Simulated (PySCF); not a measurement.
PySCF input for Cd(H)(OSiH3) (CdH4OSi), SMILES [SiH3][O][CdH], PBE-D3(BJ)/def2-TZVP. The structure is a stationary point at PBE-D3(BJ)/def2-TZVP. The def2 effective core potentials stand for the cores of Cd; spin–orbit coupling is left out.

```python
import numpy as np
from pyscf import gto, scf, dft, df
from pyscf.hessian import thermo

mol = gto.M(
    atom='''
    Cd   -0.02624646    0.97044442    0.00000000
    H    -0.45461704    2.55120611   -0.00000000
    O     0.59942624   -0.91081772    0.00000000
    Si   -0.13961923   -2.37488483    0.00000000
    H    -1.01515535   -2.57413899   -1.20670550
    H     0.90401729   -3.44933095   -0.00000000
    H    -1.01515537   -2.57413899    1.20670548
    ''',
    basis='def2-TZVP',
    ecp={'Cd': 'def2-tzvp'},
    charge=0,
    spin=0,
    max_memory=1600,
    verbose=3,
)
mf = dft.RKS(mol, xc='pbe').density_fit(auxbasis='def2-universal-jkfit')
mf.disp = 'd3bj'
mf.grids.level = 3
mf.conv_tol = 1e-11
mf.max_cycle = 100
mf.kernel()

# [left out here: the lines that compute and print the analytic Hessian (its translational invariance restored by hand, since the grid's response is missing), thermochemistry and intensities]
```

It prints:

```
converged SCF energy = -534.727465770935

WARN: DFTD3 does not support analytical Hessian, using finite difference


WARN: Mole.unit (angstrom) is changed to Bohr

Mode                                 0                   1                   2
Irrep
Freq [cm^-1]                       33.8615             91.1807            422.1003
Reduced mass [au]                   1.4634              5.0219              4.7786
Force const [Dyne/A]                0.0010              0.0246              0.5016
Char temp [K]                      48.7191            131.1887            607.3084
Normal mode                   x     y     z       x     y     z       x     y     z
       0  Cd                 0.00  0.00  0.01   -0.01 -0.03  0.00    0.01 -0.04  0.00
       1   H                 0.00  0.00  0.12   -0.16 -0.07  0.00    0.30  0.03  0.00
       2   O                -0.00 -0.00 -0.14    0.15  0.02 -0.00   -0.12  0.10 -0.00
       3  Si                 0.00 -0.00  0.02   -0.03  0.10  0.00    0.02  0.09  0.00
       4   H                 0.30 -0.27 -0.14   -0.06  0.22  0.00    0.05  0.00 -0.00
       5   H                 0.00  0.00  0.53   -0.17 -0.03  0.00    0.16  0.22  0.00
       6   H                -0.30  0.27 -0.14   -0.06  0.22 -0.00    0.05  0.00  0.00
Mode                                 3                   4                   5
Irrep
Freq [cm^-1]                      460.3019            468.8761            693.4926
Reduced mass [au]                   1.0642              1.1501              1.1941
Force const [Dyne/A]                0.1328              0.1490              0.3384
Char temp [K]                     662.2719            674.6083            997.7814
Normal mode                   x     y     z       x     y     z       x     y     z
       0  Cd                 0.00  0.00 -0.02    0.02 -0.00  0.00    0.00 -0.00 -0.00
       1   H                -0.00 -0.00  0.97   -0.88 -0.26 -0.00   -0.00 -0.00  0.01
       2   O                 0.00  0.00  0.04   -0.07  0.03 -0.00   -0.00  0.00  0.07
       3  Si                -0.00  0.00  0.01   -0.00  0.01  0.00    0.00 -0.00 -0.06
       4   H                 0.01  0.03 -0.01    0.01 -0.04 -0.00   -0.23 -0.55  0.21
       5   H                 0.00  0.00 -0.01    0.07  0.08 -0.00   -0.00 -0.00  0.15
       6   H                -0.01 -0.03 -0.01    0.01 -0.04  0.00    0.23  0.55  0.21
Mode                                 6                   7                   8
Irrep
Freq [cm^-1]                      702.3981            919.1300            926.6112
Reduced mass [au]                   1.2514              1.0508              1.0611
Force const [Dyne/A]                0.3638              0.5230              0.5368
Char temp [K]                    1010.5944           1322.4235           1333.1872
Normal mode                   x     y     z       x     y     z       x     y     z
       0  Cd                -0.00  0.00  0.00   -0.00  0.00 -0.00   -0.00  0.00  0.00
       1   H                 0.02  0.02  0.00   -0.00 -0.00 -0.00   -0.01  0.00  0.00
       2   O                 0.08 -0.01  0.00   -0.00 -0.00  0.00   -0.01 -0.02 -0.00
       3  Si                -0.06  0.01 -0.00    0.00 -0.00 -0.04    0.04 -0.01  0.00
       4   H                 0.01 -0.38  0.02   -0.26  0.32  0.12   -0.51  0.19  0.35
       5   H                 0.47  0.52  0.00    0.00  0.00  0.76    0.23  0.20 -0.00
       6   H                 0.01 -0.38 -0.02    0.26 -0.32  0.12   -0.51  0.19 -0.35
Mode                                 9                  10                  11
Irrep
Freq [cm^-1]                      957.5755            962.6987           1885.2501
Reduced mass [au]                   3.8509              1.3590              1.0179
Force const [Dyne/A]                2.0805              0.7421              2.1315
Char temp [K]                    1377.7379           1385.1090           2712.4552
Normal mode                   x     y     z       x     y     z       x     y     z
       0  Cd                 0.00 -0.01  0.00   -0.00  0.00  0.00    0.00 -0.01 -0.00
       1   H                 0.02 -0.01 -0.00   -0.00 -0.00 -0.00   -0.26  0.96 -0.00
       2   O                 0.05  0.20  0.00   -0.02 -0.07  0.00   -0.00  0.00  0.00
       3  Si                -0.02 -0.06 -0.00    0.03  0.08 -0.00    0.00  0.00  0.00
       4   H                -0.15 -0.19  0.12   -0.13 -0.46  0.19    0.00 -0.00  0.01
       5   H                -0.17 -0.19  0.00   -0.33 -0.29 -0.00   -0.01 -0.00  0.00
       6   H                -0.15 -0.19 -0.12   -0.13 -0.46 -0.19    0.00 -0.00 -0.01
Mode                                12                  13                  14
Irrep
Freq [cm^-1]                     2106.8463           2113.1455           2146.8095
Reduced mass [au]                   1.0505              1.0320              1.0389
Force const [Dyne/A]                2.7473              2.7150              2.8210
Char temp [K]                    3031.2828           3040.3459           3088.7809
Normal mode                   x     y     z       x     y     z       x     y     z
       0  Cd                -0.00  0.00 -0.00    0.00 -0.00 -0.00    0.00 -0.00 -0.00
       1   H                 0.00 -0.00  0.00   -0.00  0.01  0.00   -0.00  0.00 -0.00
       2   O                -0.00 -0.00  0.00    0.00  0.00 -0.00    0.00  0.00  0.00
       3  Si                -0.00 -0.00 -0.04    0.03  0.00 -0.00   -0.02  0.02 -0.00
       4   H                 0.41  0.09  0.55   -0.39 -0.09 -0.57   -0.04 -0.00 -0.03
       5   H                -0.00  0.00 -0.02   -0.03  0.04 -0.00    0.69 -0.70 -0.00
       6   H                -0.41 -0.09  0.55   -0.39 -0.09  0.57   -0.04 -0.00  0.03
temperature 298.1500 [K]
pressure 101325.00 [Pa]
Rotational constants [GHz] 40.74479 1.63312 1.59936
Symmetry number 1
Zero-point energy (ZPE) 0.03392 [Eh]   89063.641 [J/mol]
                           tot       elec      trans        rot        vib
Entropy [J/mol/K]       332.025      0.000    172.083    106.759     53.183
Cv [J/mol/K]             73.100      0.000     12.472     12.472     48.157
Cp [J/mol/K]             81.415      0.000     20.786     12.472     48.157
Internal energy [J/mol]                      3718.434   3718.434  96484.703
Internal energy [Eh]   -534.68788  -534.72747
Enthalpy [J/mol]                             6197.391   3718.434  96484.703
Enthalpy [Eh]          -534.68694
Gibbs free energy [J/mol]                  -45109.174 -28111.652  80628.201
Gibbs free energy [Eh] -534.72464
mode   freq/cm-1   IR/(km/mol)
   1       33.86         0.685
   2       91.18         1.038
   3      422.10        17.640
   4      460.30        40.360
   5      468.88        39.016
   6      693.49        47.465
   7      702.40        44.883
   8      919.13        65.354
   9      926.61        59.100
  10      957.58       148.891
  11      962.70       507.641
  12     1885.25        88.060
  13     2106.85       181.147
  14     2113.15       121.617
  15     2146.81       147.776
max |gradient| / (hartree/bohr): 0.0001691343500145345
APT charges: [ 0.8472 -0.2248 -1.1082  1.3573 -0.293  -0.2855 -0.293 ]
```

Self-consistency was reached.

Cost: around 2.5 core-minutes (rough).
